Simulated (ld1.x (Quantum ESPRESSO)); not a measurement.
**N: excitation energies, all-electron against TM**

| Item | Value |
| --- | --- |
| Element | N |
| Generator | ld1.x (Quantum ESPRESSO) 7.5 |
| Type | norm-conserving Troullier–Martins (Kleinman–Bylander form) |
| Functional | BP86 |
| Relativity | scalar-relativistic |
| Frozen core | [He] |
| Valence charge | 5 |
| Reference configuration | 2s2 2p2.5 (charge +0.5) |
| Partial waves | 2s (bound): rc 0.85 bohr; 2p (bound): rc 2.30 bohr; 3d channel at 7.63 Ry: rc 2.40 bohr |
| Local potential | all-electron potential smoothed inside 0.75 bohr (lloc = -1) |
| Core correction | none |

Energies are relative to the spin-unpolarised reference configuration 2s2 2p2.5; without spin polarisation the order of configurations can differ from experiment.

| valence configuration | charge | ΔE all-electron (eV) | error AE − PS (meV) |
| --- | --- | --- | --- |
| 2s2 2p2 | +1 | 8.540 | +28 |
| 2s2 2p1 | +2 | 37.464 | +478 |
| 2s1 2p4 | 0 | 6.370 | +59 |
| 2s0 2p5 | 0 | 17.902 | +89 |
| 2s2 2p0 | +3 | 84.565 | +2143 |

Q: What are ΔE and the potential's error for 2s2 2p3?

A: ΔE = -5.140 eV all-electron; the error (AE − PS) is +11 meV.

Q: What are ΔE and the potential's error for 2s1 2p3?

A: ΔE = 20.339 eV all-electron; the error (AE − PS) is -86 meV.

Levels in the configuration 2s2 2p3:

```
level  all-electron (eV)  pseudo (eV)
   2s            -18.684      -18.656
   2p             -7.186       -7.217
```
